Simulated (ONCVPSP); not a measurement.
technetium (Tc) ONCV: all-electron and pseudo phase curves

technetium (Tc), optimised norm-conserving Vanderbilt (ONCV), made with ONCVPSP 4.0.1 (LDA (Perdew-Wang 92), scalar-relativistic). Core [Ar] 3d10, reference 4s2 4p6 4d5 5s2. Waves: 4s+5s: rc 1.80 bohr, ncon 5, nbas 8, qcut 6.5 1/bohr, 2 projectors; 4p: rc 1.30 bohr, ncon 3, nbas 6, qcut 5.4 1/bohr, 3 projectors, debl 0.3 Ha; 4d: rc 2.30 bohr, ncon 4, nbas 8, qcut 6.9 1/bohr, 2 projectors, debl 1.2 Ha. Local part: polynomial inside 1.10 bohr (lpopt 5, dvloc0 3 Ha). Core correction: Teter function, fcfact 1.75, rcfact 1.4.

In the p channel the program set the typed energies aside and used -1.668, 0.250, 0.550 Ha.

The phase is arctan(r·R′/R) of the radial function R(r), unwrapped; energies in Ha, scanned from -4 to 5 Ha. A pole is an energy at which the radial function vanishes at the test radius. The pseudo phase is shifted by a multiple of π to meet the all-electron one at the reference energy, and phase errors are pseudo minus all-electron; the curves can meet again beyond the range given. Levels narrower than the energy grid can be missing from the lists of poles.

```tsv
channel	radius (bohr)	reference energy (Ha)	poles, all-electron	poles, pseudo	unbroken range about the reference energy with phases within 0.05 rad	phase error 1 Ha above the reference energy (rad)
s	1.83	-0.19	-2.42	-2.42, 4.80	the whole range	-0.001
p	1.32	-1.67	0.91	0.91	the whole range	+0.000
d	2.33	-0.25	0.09, 3.91	0.09, 4.00	the whole range	+0.000
```

Phases in the d channel:

| E (Ha) | all-electron | pseudo |
| --- | --- | --- |
| -3.98 | 1.389 | 1.389 |
| -3.50 | 1.373 | 1.373 |
| -3.02 | 1.354 | 1.354 |
| -2.54 | 1.327 | 1.327 |
| -2.06 | 1.288 | 1.288 |
| -1.58 | 1.222 | 1.222 |
| -1.10 | 1.076 | 1.076 |
| -0.62 | 0.383 | 0.383 |
| -0.14 | -1.367 | -1.367 |
| 0.34 | -1.710 | -1.710 |
| 0.82 | -1.969 | -1.969 |
| 1.30 | -2.673 | -2.672 |
| 1.78 | -4.021 | -4.018 |
| 2.26 | -4.420 | -4.417 |
| 2.74 | -4.562 | -4.558 |
| 3.22 | -4.638 | -4.634 |
| 3.70 | -4.692 | -4.685 |
| 4.18 | -4.738 | -4.727 |
| 4.66 | -4.786 | -4.768 |
